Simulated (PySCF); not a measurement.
PySCF input file for C2H6ClFSi2, SMILES F[SiH2]/C=C(/[SiH3])Cl, TDA-PBE/def2-SVPD. Geometry: B3LYP-D3(BJ)/def2-SVP. The structure was generated by enumeration; whether it is a known compound was not checked. One conformer was computed; it need not be the lowest.

```python
import numpy as np
from pyscf import gto, scf, dft, tdscf

mol = gto.M(
    atom='''
    F    -0.93484352   -3.19163147   -0.00000000
    Si    0.20366431   -2.02203289   -0.00000000
    C    -0.72021918   -0.39329461    0.00000001
    C    -0.13775698    0.81383224    0.00000000
    Si   -0.98354434    2.50057604   -0.00000000
    Cl    1.63782232    0.91086410    0.00000000
    H     1.02607202   -2.18213919    1.22593023
    H     1.02607202   -2.18213919   -1.22593024
    H    -1.81795196   -0.41274717    0.00000001
    H    -0.57051982    3.25734893    1.21352047
    H    -2.45636281    2.27949129    0.00000000
    H    -0.57051982    3.25734893   -1.21352047
    ''',
    basis='def2-SVPD',
    charge=0,
    spin=0,
    symmetry=True,
    max_memory=1600,
    verbose=4,
)
mf = dft.RKS(mol, xc='pbe').density_fit(auxbasis='def2-universal-jkfit')
mf.grids.level = 3
mf.conv_tol = 1e-9
mf.max_cycle = 100
mf.kernel()
mf.grids = dft.Grids(mol).set(level=1).build(with_non0tab=True)  # coarser grid for the response kernel
td = tdscf.TDA(mf)
td.singlet = True
td.nstates = 10
td.conv_tol = 1e-4
td.positive_eig_threshold = 1e-6
td.kernel(x0=td.get_init_guess(mf, 15))
td.analyze()
tt = tdscf.TDA(mf)
tt.singlet = False
tt.nstates = 4
tt.conv_tol = 1e-4
tt.positive_eig_threshold = 1e-6
tt.kernel(x0=tt.get_init_guess(mf, 9))
tt.analyze(verbose=3)
```

Output:

```
PySCF version 2.14.0

[INPUT] verbose = 4
[INPUT] num. atoms = 12
[INPUT] num. electrons = 72
[INPUT] charge = 0
[INPUT] spin (= nelec alpha-beta = 2S) = 0
[INPUT] symmetry True subgroup None
[INPUT] Mole.unit = angstrom
[INPUT] Symbol           X                Y                Z      unit          X                Y                Z       unit  Magmom
[INPUT]  1 F     -0.934843520000  -3.191631470000   0.000000000000 AA   -1.766598222124  -6.031309368843   0.000000000000 Bohr   0.0
[INPUT]  2 Si     0.203664310000  -2.022032890000   0.000000000000 AA    0.384869767249  -3.821088376963   0.000000000000 Bohr   0.0
[INPUT]  3 C     -0.720219180000  -0.393294610000   0.000000010000 AA   -1.361016999859  -0.743219099168   0.000000018897 Bohr   0.0
[INPUT]  4 C     -0.137756980000   0.813832240000   0.000000000000 AA   -0.260322963947   1.537920044941   0.000000000000 Bohr   0.0
[INPUT]  5 Si    -0.983544340000   2.500576040000   0.000000000000 AA   -1.858629433966   4.725403869249   0.000000000000 Bohr   0.0
[INPUT]  6 Cl     1.637822320000   0.910864100000   0.000000000000 AA    3.095035625500   1.721283685698   0.000000000000 Bohr   0.0
[INPUT]  7 H      1.026072020000  -2.182139190000   1.225930230000 AA    1.938995101879  -4.123645434780   2.316672382525 Bohr   0.0
[INPUT]  8 H      1.026072020000  -2.182139190000  -1.225930240000 AA    1.938995101879  -4.123645434780  -2.316672401422 Bohr   0.0
[INPUT]  9 H     -1.817951960000  -0.412747170000   0.000000010000 AA   -3.435431312016  -0.779979109989   0.000000018897 Bohr   0.0
[INPUT] 10 H     -0.570519820000   3.257348930000   1.213520470000 AA   -1.078126208436   6.155497369845   2.293221334853 Bohr   0.0
[INPUT] 11 H     -2.456362810000   2.279491290000   0.000000000000 AA   -4.641852973467   4.307614241432   0.000000000000 Bohr   0.0
[INPUT] 12 H     -0.570519820000   3.257348930000  -1.213520470000 AA   -1.078126208436   6.155497369845  -2.293221334853 Bohr   0.0

nuclear repulsion = 407.830407649407
point group symmetry = Cs
symmetry origin: [ 2.62461876e-10 -1.31230999e-09  1.57477176e-09]
symmetry axis x: [ 1.00000000e+00  1.03782313e-09 -9.31030622e-10]
symmetry axis y: [ 1.03782313e-09 -1.00000000e+00  2.06696586e-11]
symmetry axis z: [9.31030622e-10 2.06697510e-11 1.00000000e+00]
num. orbitals of irrep A' = 125
num. orbitals of irrep A" = 61
number of shells = 80
number of NR pGTOs = 282
number of NR cGTOs = 186
basis = def2-SVPD
ecp = {}


[settings echo left out]
init E= -1217.93130191874
HOMO (A") = -0.298736043382258  LUMO (A") = -0.126005648391084  gap/eV = 4.70023
cycle= 1 E= -1217.67375347559  delta_E= 0.258  |g|= 0.587  |ddm|= 4.78
HOMO (A') = -0.212915369742514  LUMO (A") = -0.0548278779385303  gap/eV = 4.30178
cycle= 2 E= -1217.45083229159  delta_E= 0.223  |g|= 1.24  |ddm|= 1.77
HOMO (A") = -0.241445134043507  LUMO (A") = -0.0809407083186047  gap/eV = 4.36755
cycle= 3 E= -1217.73799220147  delta_E= -0.287  |g|= 0.147  |ddm|= 1.21
HOMO (A") = -0.257634940864632  LUMO (A") = -0.0928764388770222  gap/eV = 4.48331
cycle= 4 E= -1217.74260842406  delta_E= -0.00462  |g|= 0.0769  |ddm|= 0.341
HOMO (A") = -0.254164257488736  LUMO (A") = -0.0891827386986059  gap/eV = 4.48938
cycle= 5 E= -1217.74401382647  delta_E= -0.00141  |g|= 0.038  |ddm|= 0.174
HOMO (A") = -0.252999821846544  LUMO (A") = -0.0889418274808706  gap/eV = 4.46425
cycle= 6 E= -1217.74435334046  delta_E= -0.00034  |g|= 0.00675  |ddm|= 0.0457
HOMO (A") = -0.253685733033952  LUMO (A") = -0.0897168770408561  gap/eV = 4.46182
cycle= 7 E= -1217.74436615854  delta_E= -1.28e-05  |g|= 0.00312  |ddm|= 0.0179
HOMO (A") = -0.253573135540268  LUMO (A") = -0.0894768515770656  gap/eV = 4.46529
cycle= 8 E= -1217.74436893146  delta_E= -2.77e-06  |g|= 0.000775  |ddm|= 0.00597
HOMO (A") = -0.253527902836293  LUMO (A") = -0.0894549995467719  gap/eV = 4.46465
cycle= 9 E= -1217.74436910517  delta_E= -1.74e-07  |g|= 0.000123  |ddm|= 0.00144
HOMO (A") = -0.253527701084595  LUMO (A") = -0.0894542723352525  gap/eV = 4.46467
cycle= 10 E= -1217.7443691087  delta_E= -3.52e-09  |g|= 3.21e-05  |ddm|= 0.000309
HOMO (A") = -0.253529786050998  LUMO (A") = -0.0894577784652264  gap/eV = 4.46463
cycle= 11 E= -1217.74436910899  delta_E= -2.89e-10  |g|= 1.78e-05  |ddm|= 0.000131
HOMO (A") = -0.253528412330899  LUMO (A") = -0.0894553904554551  gap/eV = 4.46465
Extra cycle  E= -1217.74436910883  delta_E= 1.55e-10  |g|= 3.14e-05  |ddm|= 9.09e-05
converged SCF energy = -1217.74436910883
tot grids = 49632
Overwritten attributes  positive_eig_threshold  of <class 'pyscf.tdscf.rks.TDA'>


******** <class 'pyscf.tdscf.rks.TDA'> for <class 'pyscf.df.df_jk.DFSymAdaptedRKS'> ********
nstates = 10 singlet
deg_eia_thresh = 1.000e-03
wfnsym = None
conv_tol = 0.0001
eigh lindep = 1e-12
eigh level_shift = 0
eigh max_cycle = 100


Excitation energies (eV)
[5.26044689 5.66588125 5.8416389  5.92468476 6.08084218 6.12986119
 6.47256764 6.50291208 6.56636813 6.71003823]

** Singlet excitation energies and oscillator strengths **
Excited State   1:   A"      5.26045 eV    235.69 nm  f=0.0001
      34 -> 37        0.12666
      35 -> 37        0.69208
Excited State   2:   A'      5.66588 eV    218.83 nm  f=0.2079
      29 -> 37       -0.18749
      32 -> 37        0.17959
      35 -> 38        0.13051
      36 -> 37       -0.61820
Excited State   3:   A"      5.84164 eV    212.24 nm  f=0.0005
      36 -> 38       -0.68673
      36 -> 39        0.15279
Excited State   4:   A"      5.92468 eV    209.27 nm  f=0.0001
      34 -> 37       -0.69148
      35 -> 37        0.12253
Excited State   5:   A'      6.08084 eV    203.89 nm  f=0.0612
      33 -> 37       -0.69493
Excited State   6:   A"      6.12986 eV    202.26 nm  f=0.0016
      36 -> 38        0.15052
      36 -> 39        0.68838
Excited State   7:   A"      6.47257 eV    191.55 nm  f=0.0001
      36 -> 40       -0.70486
Excited State   8:   A'      6.50291 eV    190.66 nm  f=0.1114
      29 -> 37       -0.13252
      32 -> 37       -0.63567
      35 -> 38       -0.14096
      35 -> 39        0.12296
      36 -> 37       -0.14855
Excited State   9:   A"      6.56637 eV    188.82 nm  f=0.0028
      31 -> 37        0.70055
Excited State  10:   A'      6.71004 eV    184.77 nm  f=0.0133
      32 -> 37       -0.19456
      35 -> 38        0.51553
      35 -> 39       -0.42012

** Transition electric dipole moments (AU) **
state          X           Y           Z        Dip. S.      Osc.
  1         0.0000      0.0000      0.0232      0.0005      0.0001
  2         0.2162      1.2045     -0.0000      1.4976      0.2079
  3        -0.0000     -0.0000     -0.0587      0.0034      0.0005
  4         0.0000      0.0000      0.0298      0.0009      0.0001
  5        -0.4721      0.4334      0.0000      0.4107      0.0612
  6        -0.0000     -0.0000      0.1020      0.0104      0.0016
  7        -0.0000      0.0000      0.0301      0.0009      0.0001
  8         0.0415      0.8351     -0.0000      0.6991      0.1114
  9         0.0000     -0.0000      0.1325      0.0176      0.0028
 10        -0.2016     -0.2010     -0.0000      0.0810      0.0133

** Transition velocity dipole moments (imaginary part, AU) **
state          X           Y           Z        Dip. S.      Osc.
  1         0.0000      0.0000      0.0078      0.0001      0.0002
  2        -0.0503      0.1004     -0.0000      0.0126      0.0404
  3        -0.0000      0.0000     -0.0578      0.0033      0.0104
  4         0.0000     -0.0000     -0.0146      0.0002      0.0006
  5        -0.0176      0.0702     -0.0000      0.0052      0.0156
  6        -0.0000     -0.0000      0.0532      0.0028      0.0084
  7         0.0000      0.0000      0.0032      0.0000      0.0000
  8        -0.0340      0.0917     -0.0000      0.0096      0.0267
  9         0.0000     -0.0000     -0.0039      0.0000      0.0000
 10        -0.0314     -0.0115     -0.0000      0.0011      0.0030

** Transition magnetic dipole moments (imaginary part, AU) **
state          X           Y           Z
  1         0.5640      0.1956      0.0000
  2         0.0000     -0.0000      0.4522
  3        -0.0266     -0.0147      0.0000
  4         0.0417      0.4037     -0.0000
  5        -0.0000      0.0000     -0.1088
  6        -0.1038     -0.0061     -0.0000
  7        -0.2616      0.4537      0.0000
  8        -0.0000     -0.0000     -0.2287
  9        -0.0215      0.2745     -0.0000
 10         0.0000     -0.0000      1.0196


******** <class 'pyscf.tdscf.rks.TDA'> for <class 'pyscf.df.df_jk.DFSymAdaptedRKS'> ********
nstates = 4 triplet
deg_eia_thresh = 1.000e-03
wfnsym = None
conv_tol = 0.0001
eigh lindep = 1e-12
eigh level_shift = 0
eigh max_cycle = 100


Excitation energies (eV)
[3.76304364 4.86677368 5.5132987  5.57946387]

** Triplet excitation energies and oscillator strengths **
Excited State   1:   A'      3.76304 eV    329.48 nm  f=0.0000
Excited State   2:   A"      4.86677 eV    254.76 nm  f=0.0000
Excited State   3:   A"      5.51330 eV    224.88 nm  f=0.0000
Excited State   4:   A"      5.57946 eV    222.22 nm  f=0.0000
```

Self-consistency was reached.
